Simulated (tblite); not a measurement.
A tight-binding relaxation on `[CH3][GeH2][Si@@H](F)C(C)C`.

Computed with GFN2-xTB geometry optimisation, gas phase (tblite 0.8.0). Start geometry: from a force field or distance geometry. A driver script takes a list of jobs; this job's settings line and coordinates (Å) are shown.

Command:
```bash
OMP_NUM_THREADS=1 python probes_run.py task.json out
```

Input:
```
{"job": {"kind": "relax", "xc": "GFN2-xTB", "basis": "xTB"}, "charge": 0, "multiplicity": 1}
C      3.217300    -0.576800     0.285000
Ge     1.626100     0.358000     0.938000
Si     0.255200     0.746200    -0.821200
F      0.861600    -0.040200    -2.198000
C     -1.510900     0.220500    -0.563600
C     -1.691100    -1.285800    -0.618100
C     -2.160400     0.806200     0.648900
H      4.062600     0.155600     0.197100
H      3.563400    -1.363900     0.994600
H      3.006800    -1.013400    -0.714800
H      2.117300     1.727400     1.474200
H      0.995100    -0.453400     2.098000
H      0.197100     2.184400    -1.185500
H     -2.082000     0.610300    -1.452400
H     -1.172400    -1.792800     0.209700
H     -2.779300    -1.461400    -0.536400
H     -1.355000    -1.634400    -1.601800
H     -1.576800     1.581300     1.149500
H     -3.132100     1.264600     0.338900
H     -2.447700    -0.021500     1.354800
```

Output:
```
step      E/eV     max force
  0    -642.72767    1.944
  1    -642.93326    0.881
  2    -642.99333    0.420
  3    -643.02171    0.605
  4    -643.07476    0.512
  5    -643.09495    0.283
  6    -643.11290    0.325
  7    -643.12627    0.366
  8    -643.13716    0.290
  9    -643.14287    0.182
... (102 lines left out)
112    -643.32993    0.016
113    -643.32996    0.013
114    -643.32999    0.013
115    -643.33002    0.013
116    -643.33005    0.010
117    -643.33007    0.013
118    -643.33009    0.013
119    -643.33012    0.016
120    -643.33014    0.013
121    -643.33016    0.009
```

«max force» is the largest atomic force in eV/Å.

**Question.** From which step on does the largest force stay under 0.1 eV/Å, and how much energy is left to gain from there?

**Answer.** From step 53 (0.074 eV/Å), 15.9 meV above the end.

Main results: energy lowered by 13.9 kcal/mol over 121 steps; largest atomic force 0.009 eV/Å at the end.

**Question.** Give the final coordinates.

**Answer.** 0.475 Å rms from the input after alignment:
```
atom  x, y, z in Å
C1     3.3019   -0.6190    0.3305
Ge2    1.5802    0.1463    0.9070
Si3    0.2198    0.8557   -0.8552
F4     0.7628    0.1507   -2.2116
C5    -1.5986    0.3162   -0.6591
C6    -1.7114   -1.2065   -0.6466
C7    -2.1946    0.9049    0.6153
H8     3.8554    0.1011   -0.2672
H9     3.9185   -0.9017    1.1800
H10    3.1400   -1.5028   -0.2818
H11    1.8868    1.2772    1.8603
H12    0.9266   -0.8626    1.8260
H13    0.3311    2.2758   -1.1827
H14   -2.1743    0.6908   -1.5117
H15   -1.1581   -1.6234    0.1953
H16   -2.7515   -1.5168   -0.5528
H17   -1.3109   -1.6283   -1.5658
H18   -2.1747    1.9922    0.5866
H19   -3.2276    0.5850    0.7439
H20   -1.6266    0.5758    1.4866
```

Hardware: an Arm Neoverse N1 with one thread, no GPU, shared host with 64 logical CPUs at a one-minute load of 61. Cost: 1.8 s wall.
Labels such as C1 count atoms from 1, the log's own numbers from 0.
